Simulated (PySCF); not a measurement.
## Working out the ionisation energy of Xe

Xe [Xe] (1S) → Xe⁺ [Kr] 4d10 5s2 5p5 (2P). Calculation: PySCF 2.14, in x2c-TZVPall; scalar relativity by spin-free X2C-1e. Frozen: [Kr] 4d10. Energies in hartree (1 hartree = 27.21139 eV):

| part | Xe (lower) | Xe⁺ (upper) |
| --- | --- | --- |
| UHF | -7443.465191 | -7443.041000 |
| MP2 opposite-spin | -0.099572 | -0.081075 |
| MP2 same-spin | -0.033038 | -0.023627 |

Question: What does Hartree-Fock give?

Answer: (-7443.041000) − (-7443.465191) = 0.424191 hartree = 11.543 eV.

Question: What do MP2 and SCS-MP2 (6/5 opposite-spin, 1/3 same-spin) give?

Answer: The opposite-spin parts differ by 0.503 eV and the same-spin parts by 0.256 eV. MP2: 11.543 + (0.503) + (0.256) = 12.302 eV. SCS-MP2: 11.543 + 1.2 × (0.503) + (0.256)/3 = 12.232 eV.

Measured between the centres of the two terms (NIST): 12.565 eV, so MP2 (valence) is off by -0.263 eV.

What remains against the reference includes basis incompleteness, the frozen core and correlation beyond second order.
